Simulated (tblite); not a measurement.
Run record: tight-binding relaxation, `C/C=C/P(CC)C(F)(F)F`.

Computed with GFN2-xTB geometry optimisation, gas phase (tblite 0.8.0). Start geometry: from a force field or distance geometry. A driver script takes a list of jobs; this job's settings line and coordinates (Å) are shown.

Command:
```bash
OMP_NUM_THREADS=1 python probes_run.py task.json out
```

Input:
```
{"job": {"kind": "relax", "xc": "GFN2-xTB", "basis": "xTB"}, "charge": 0, "multiplicity": 1}
C      2.799200     1.358700     0.586200
C      1.712600     0.691800    -0.214800
C      0.950800    -0.296800     0.282200
P     -0.348000    -1.047700    -0.824100
C     -1.836900    -0.089600    -0.305300
C     -1.868900     1.303500    -0.925700
C     -0.699800    -2.578400    -0.000800
F      0.393000    -3.333300    -0.139700
F     -0.949400    -2.297100     1.281200
F     -1.765900    -3.089300    -0.620900
H      2.864500     0.962200     1.602300
H      3.754300     1.223700     0.095400
H      2.579700     2.435600     0.664700
H      1.598200     1.038700    -1.230100
H      1.076600    -0.638500     1.300500
H     -2.732000    -0.626800    -0.633700
H     -1.896500    -0.005800     0.781500
H     -1.819200     1.259600    -2.016900
H     -1.030900     1.923100    -0.564700
H     -2.786600     1.816900    -0.639300
```

Task: Give the output.

Result: 
```
step      E/eV     max force
  0    -942.05990    4.011
  1    -942.33390    2.061
  2    -942.51748    1.020
  3    -942.55533    0.711
  4    -942.57229    0.377
  5    -942.58304    0.239
  6    -942.58801    0.201
  7    -942.59598    0.234
  8    -942.60117    0.206
  9    -942.60433    0.104
... (114 lines left out)
124    -942.65034    0.016
125    -942.65042    0.022
126    -942.65050    0.024
127    -942.65058    0.019
128    -942.65063    0.014
129    -942.65067    0.013
130    -942.65070    0.011
131    -942.65073    0.012
132    -942.65075    0.012
133    -942.65077    0.009
```

«max force» is the largest atomic force in eV/Å.

Task: From which step on does the largest force stay under 0.1 eV/Å, and how much energy is left to gain from there?

Result: From step 71 (0.098 eV/Å), 13.5 meV above the end.

Main results: energy lowered by 13.6 kcal/mol over 133 steps; largest atomic force 0.009 eV/Å at the end.

Task: Give the final coordinates.

Result: 0.445 Å rms from the input after alignment:
```
atom  x, y, z in Å
C1     2.9004    1.2132    0.6156
C2     1.9249    0.5293   -0.2747
C3     0.7771   -0.0014    0.1315
P4    -0.3666   -0.8036   -1.0273
C5    -1.9704   -0.1194   -0.3743
C6    -2.1208    1.3430   -0.7734
C7    -0.4885   -2.4237   -0.0524
F8     0.6237   -3.1576   -0.2004
F9    -0.6641   -2.2648    1.2721
F10   -1.5153   -3.1748   -0.4796
H11    2.5474    1.2390    1.6436
H12    3.8578    0.6942    0.5826
H13    3.0700    2.2332    0.2715
H14    2.1966    0.4747   -1.3212
H15    0.4781    0.0398    1.1746
H16   -2.7822   -0.7134   -0.8036
H17   -1.9995   -0.2242    0.7147
H18   -2.0987    1.4480   -1.8561
H19   -1.3099    1.9386   -0.3571
H20   -3.0652    1.7404   -0.4078
```

The run took 1.1 s of wall time on one thread, Arm Neoverse V1 (aarch64), on a shared host.
Labels such as C1 count atoms from 1, the log's own numbers from 0.
